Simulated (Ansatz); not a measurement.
Breaking the Si2–H6 bond in H6SiSn (SMILES [SiH3][SnH3]) (multiplicity 1 held, fragments rigid). Energies count from the point at 1.482 Å.
Geometry at that point (charge 0, multiplicity 1):
```xyz
8

Sn    -0.6178     0.0613    -0.0110
Si     1.9443    -0.1929     0.0348
H     -1.3153    -0.9768    -1.1819
H     -1.0669     1.6691    -0.3960
H     -1.2990    -0.3272     1.5121
H      2.3113    -1.5893     0.3693
H      2.5274     0.7126     1.0530
H      2.5132     0.1474    -1.2908
```

R- and RO- levels are restricted; in cc, def2 and unpolarised 6-31G sets they are followed outwards from rest. Active spaces are followed from a long bond inwards. Curves can end on different states.

Cores are frozen in the correlated methods. Filled d and f shells under p-block atoms count as core.

The values were computed with Ansatz (Gaussian basis) for Hartree–Fock, density functionals and correlated methods. Each number belongs to the level named beside it. In def2 rows elements past Kr take small-core potentials, without spin–orbit coupling.

What energy at R = 4.743 Å does FIC-MRCISD+Q on CASSCF(2,2)/def2-SVP give?

372 kJ/mol

Predict the energy at R = 4.743 Å from R-SCS-MP2/def2-SVP.

465 kJ/mol

Give the energy at R = 4.743 Å at the level CASSCF(2,2)/def2-SVP.

344 kJ/mol

Doubts at one or more of the structures used: a restricted determinant that unrestricted orbitals would lower (R-SCS-MP2/def2-SVP).

Ansatz is an electronic-structure program.
